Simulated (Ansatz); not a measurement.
`C[N]=[Mo]([NH2])([NH2])=[O]`, charge 0, multiplicity 1.

(1) Give a relaxed structure at PBE0-D4/def2-TZVP (the Gaussian-basis code of Ansatz). (Best estimate.)

Results:

(1) The calculation gave: 
Z-matrix (Å, degrees):
```
C
N 1 1.420
H 1 1.096 2 110.0
H 1 1.096 2 112.3 3 -121.0
H 1 1.096 2 110.0 3 118.1
Mo 2 1.732 1 151.0 3 121.1
N 6 1.944 2 105.6 1 -120.3
N 6 1.944 2 105.6 1 120.2
O 6 1.690 2 113.4 1 -0.0
H 7 1.009 6 122.8 2 158.2
H 7 1.007 6 125.2 2 -13.9
H 8 1.009 6 122.9 2 -158.2
H 8 1.007 6 125.2 2 13.9
```
Point group Cs.
This is one stationary point; other conformers may exist.
